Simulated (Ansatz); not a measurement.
`[NH2][Ta]([OH])([OH])=[S]` and `[CH3][Ta]([OH])([OH])=[S]` differ in one atom or group.

Ansatz, PBE0-D4/def2-TZVP geometries, multiplicity 1. Each molecule was computed in one conformer, which needn't be the lowest.

Elements past krypton have def2 core potentials.

```csv
property,`[NH2][Ta]([OH])([OH])=[S]`
HOMO–LUMO gap (B3LYP/def2-TZVPP) / eV,5.86
HOMO–LUMO gap (PBE0/def2-TZVPP) / eV,6.31
LUMO energy (PBE0/def2-TZVPP) / eV,-1.08
LUMO energy (ωB97M-V/def2-TZVPP) / eV,1.00
size of the dipole moment (B3LYP/def2-TZVPP) / D,2.04
HOMO energy (PBE/def2-TZVPP) / eV,-6.22
```

(1) What does the change do to each property? (Estimate.)

## Answers

(1) The calculation gave: 
```tsv
property	`[CH3][Ta]([OH])([OH])=[S]`	shift
HOMO–LUMO gap (B3LYP/def2-TZVPP) / eV	5.81	-0.05
HOMO–LUMO gap (PBE0/def2-TZVPP) / eV	6.27	-0.04
LUMO energy (PBE0/def2-TZVPP) / eV	-1.16	-0.08
LUMO energy (ωB97M-V/def2-TZVPP) / eV	0.93	-0.07
size of the dipole moment (B3LYP/def2-TZVPP) / D	1.90	-0.14
HOMO energy (PBE/def2-TZVPP) / eV	-6.28	-0.06
```

The zero-point energy changes by 26.8 kJ/mol with +3 modes. Dipoles are sizes alone; their direction can turn.

B3LYP here is the variant with VWN-RPA as its local correlation; programs differ in this.
